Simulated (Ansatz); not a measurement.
Geometry optimisation, UKS PBE/def2-SVP in Ansatz.

input.yaml

```yaml
crystal:
  periodic: [false, false, false]
  atoms:
    - { symbol: F, position_ang: [-0.2185, -0.0492, 1.6278] }
    - { symbol: Ge, position_ang: [0.4107, -0.0557, -0.0026] }
    - { symbol: F, position_ang: [-0.4318, -1.291, -0.9564] }
    - { symbol: H, position_ang: [0.2951, 1.3356, -0.689] }
magnetization:
  spin_polarized: true
  initial_magnetization: 1
basis:
  gaussian: { orbitals: def2-SVP }
hamiltonian:
  xc: pbe
relax:
  f_tol: 0.02
  max_steps: 40
```

Run as:

```bash
$ ansatz run input.yaml --threads 1 --pin off --max-ram 2048MiB --backend cpu --events-out ev --progress --plain --runs-dir out
```

Question: Where does it end, and by what steps?

Answer: The run converged. After 5 steps the energy has fallen by 0.092 eV; Ge2 moved furthest, 0.11 Å.

```csv
step,energy less start (eV),largest force component (eV/Å),accepted
0,0.0000,0.991,yes
1,-0.0279,1.127,yes
2,-0.0889,0.240,yes
3,-0.0913,0.108,yes
4,-0.0921,0.040,yes
5,-0.0923,0.004,yes
```

```xyz
4
Properties=species:S:1:pos:R:3
F -0.254 -0.045 1.577
Ge 0.511 -0.093 -0.007
F -0.454 -1.250 -0.916
H 0.252 1.328 -0.674
```

Whether the end is a true minimum wasn't checked by a vibrational analysis.

Time of the run: 13 s on 1 thread of Arm Neoverse V1, on a shared host, peak memory 0.12 GiB.
